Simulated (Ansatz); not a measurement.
Energy profile

The step: CH₅BrSi ([CH3][SiH2][Br]) + H₂ → CH₆Si ([CH3][SiH3]) + HBr; bonds formed: Si1–H7, Br2–H6; bonds broken: Si1–Br2, H6–H7 (atoms numbered as in the saddle structure below).

Si1  (-0.607, 0.132, -0.342)
Br2  (1.290, -1.421, -1.527)
H3  (-1.554, -0.785, -0.998)
H4  (-1.352, 1.425, -0.188)
C5  (0.204, -0.190, 1.289)
H6  (0.664, 0.415, -1.606)
H7  (0.223, 1.155, -1.465)
H8  (-0.429, 0.198, 2.091)
H9  (0.394, -1.255, 1.420)
H10  (1.166, 0.326, 1.326)
(Å)

Electronic energies by CCSD(T) at an estimated basis limit (MP2 extrapolated from triple and quadruple zeta, plus CCSD(T) − MP2 in triple zeta), on PBE0-D4/def2-TZVP structures; CH7BrSi, singlet; no counterpoise correction. Program: Ansatz 0.2.0. Basis: def2-TZVPP and def2-QZVPP. Cores are frozen in the correlated methods. Filled d shells of the heavier atoms are correlated. The def2 sets are not built for correlating such inner shells, so the correlated values are less sure here. Extrapolation: Hartree–Fock as exp(−7.88 √X), correlation as X^−2.97.

Question: Give the profile in eV, counted from the separated reactants. (To be estimated.)

Answer: The calculation gives:
```csv
point,eV
"separated: CH5BrSi (linked as [CH3][SiH2][Br]; Si1, Br2, H3, H4, C5, H8, H9, H10; singlet) + H2 (H6, H7; singlet)",0.000
start structure,-0.030
saddle,2.257
end structure,0.774
"separated: CH6Si (linked as [CH3][SiH3]; Si1, H3, H4, C5, H7, H8, H9, H10; singlet) + HBr (Br2, H6; singlet)",0.850
```

No T1 diagnostic of these runs exceeds 0.010.

For scale, one of the runs: CCSD(T)/def2-TZVPP, 219 basis functions, launched by `ansatz run in.yaml --threads 4 --pin off --events-out ev --progress --plain --max-ram 9574MiB`. The run took 87 s on 4 CPU threads of an Arm Neoverse V2 (shared host), with 3.2 GiB of host memory at its peak.
